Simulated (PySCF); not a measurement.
Compound: C2H11AsB2.
SMILES: `CB(C)[BH2-][AsH3+]`

Vertical excitations from PySCF (density fitting, frozen core in the response, grid level 2 and gas phase unless stated; continuum runs use non-equilibrium linear response for the excitations) on a GFN2-xTB geometry. Reference run:

```
                              settings    S1, eV (f)    S2, eV (f)    S3, eV (f)    S4, eV (f)    S5, eV (f)    S6, eV (f)  T1, eV (Tamm–Dancoff)  mean α (au)
PBE0/def2-SVPD, full TDDFT, 6 singlets  5.25 (0.002)  5.91 (0.004)  6.22 (0.000)  6.29 (0.000)  6.43 (0.012)  6.54 (0.051)                   4.51         90.9
```

Question: What do these settings give: B97-2/pcseg-1, full TDDFT, 1 singlet?

Answer: 
```json
{"settings": "B97-2/pcseg-1, full TDDFT, 1 singlet", "S1, eV (f)": "5.35 (0.003)", "S2, eV (f)": "–", "S3, eV (f)": "–", "S4, eV (f)": "–", "S5, eV (f)": "–", "S6, eV (f)": "–", "T1, eV (Tamm–Dancoff)": "4.77", "mean α (au)": "82.2"}
```

S1 moves by +0.10 eV; functional and basis change together, so the shift can't be laid on one. States are counted by energy in each run and needn't keep their character from row to row.

Question: Which orbital pairs make up S1 in each run, and how does it sit against the orbital gap?

Answer: 
| settings | S1 configurations (weight) | S1 (eV) | orbital gap (eV) | S1 − gap (eV) |
| --- | --- | --- | --- | --- |
| PBE0/def2-SVPD, full TDDFT, 6 singlets | H→L+1 0.57, H→L 0.40 | 5.25 | 7.00 | -1.75 |
| B97-2/pcseg-1, full TDDFT, 1 singlet | H→L 0.98 | 5.35 | 6.83 | -1.48 |

 The PBE0/def2-SVPD calculation is non-relativistic and has no spin–orbit coupling, an omission that weighs most on arsenic.

Conformer computed: `[CH3:1][B:2]([CH3:3])[BH2-:4][AsH3+:5]`: C1–B2–B4–As5 -178°.

One conformer stands for the species.
